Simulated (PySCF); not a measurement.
Geometry (Å), atoms numbered from 1 in this order:
```xyz
9

Al   -1.3762   -0.8332   -0.6752
F    -2.2740    0.4547   -1.1873
F    -1.9649   -2.3574   -0.9291
N     0.1784   -0.6157    0.1287
Si    1.0472    0.8559    0.4824
H     0.6500   -1.4736    0.4104
H     2.3527    0.9266   -0.2461
H     1.3412    0.9862    1.9436
H     0.1784    1.9870    0.0469
```

Geometry: PBE0-D3(BJ)/def2-SVP; GIAO absolute shieldings from PySCF 2.14, gas phase, non-relativistic, averaged over equivalent atoms.

At B3LYP/pcSseg-1 (pcSseg-2 on Al) (138 basis functions, 15 s wall time on 1 thread of an Arm Neoverse N1, shared host):
| atoms | σ (ppm) |
| --- | --- |
| Al1 | 461.3 |
| F2/F3 | 360.1 |
| N4 | 262.7 |
| Si5 | 391.9 |
| H7/H8/H9 | 26.68 |
| H6 | 31.79 |

Question: What do these become at PBE0/pcSseg-1 (pcSseg-2 on Al)?

Answer: 
| atoms | σ at PBE0/pcSseg-1 (pcSseg-2 on Al) | change |
| --- | --- | --- |
| Al1 | 468.6 | +7.3 |
| F2/F3 | 364.6 | +4.5 |
| N4 | 268.0 | +5.3 |
| Si5 | 401.9 | +10.0 |
| H7/H8/H9 | 26.48 | -0.20 |
| H6 | 31.63 | -0.16 |

The largest change is at Si5 (silicon bonded to N, 3 H). Cost: 138 basis functions, 24 s wall time on 1 thread of an Arm Neoverse N1, shared host.
